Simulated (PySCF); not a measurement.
**XPS shifts beside NMR shieldings**

Compound: C₆H₉BO₂.
Cartesian coordinates in Å at the PBE0-D3(BJ)/def2-SVP level; atoms count from 1:
```
atom  x, y, z in Å
C1     1.9254    0.5220    1.3348
C2     1.3127   -0.5553    0.8315
C3     1.2933   -0.9668   -0.5997
B4    -0.0745   -0.6062   -1.3693
O5    -1.2704   -1.2834   -0.6644
C6    -2.0189   -0.6620    0.1496
C7    -1.9480    0.7064    0.3871
C8    -1.0700    1.4338   -0.4164
O9    -0.3033    0.9123   -1.2774
H10    2.5332    1.1781    0.7021
H11    1.8538    0.7795    2.3950
H12    0.7261   -1.1775    1.5222
H13    1.4404   -2.0572   -0.6941
H14    2.1160   -0.4837   -1.1537
H15   -0.1113   -0.9207   -2.5426
H16   -2.7764   -1.2808    0.6543
H17   -2.6094    1.1979    1.0971
H18   -1.0428    2.5328   -0.3660
```

Binding energies: PySCF, delta-SCF UKS SCAN, pcX-2 on the ionised atom, pcseg-1 elsewhere, spin-free X2C. Shieldings: GIAO PBE0/pcSseg-1, non-relativistic, same geometry.

```tsv
atom	C 1s (eV)
C1	289.49
C2	290.11
C3	289.46
C7	290.81
```

Question: What are the absolute isotropic shieldings of these atoms?

Answer: 
```json
{"atom": "C3", "environment": "sp3 carbon bound to boron", "C 1s (eV)": "289.46", "isotropic shielding (ppm)": "148.2"}
{"atom": "C1", "environment": "terminal =CH2 carbon", "C 1s (eV)": "289.49", "isotropic shielding (ppm)": "65.7"}
{"atom": "C2", "environment": "alkene CH carbon", "C 1s (eV)": "290.11", "isotropic shielding (ppm)": "34.4"}
{"atom": "C7", "environment": "alkene CH carbon", "C 1s (eV)": "290.81", "isotropic shielding (ppm)": "79.1"}
```

Question: Among the listed atoms, is the one with the highest binding energy also the least shielded?

Answer: No. The highest binding energy is at C7 (290.81 eV, shielding 79.1 ppm), the lowest shielding at C2 (34.4 ppm, 290.11 eV).

By binding energy: C3 ≈ C1 < C2 < C7. By shielding: C2 < C1 < C7 < C3.

The structure is a single PBE0-D3(BJ)/def2-SVP conformer in the gas phase; no vibrational or solvent corrections.
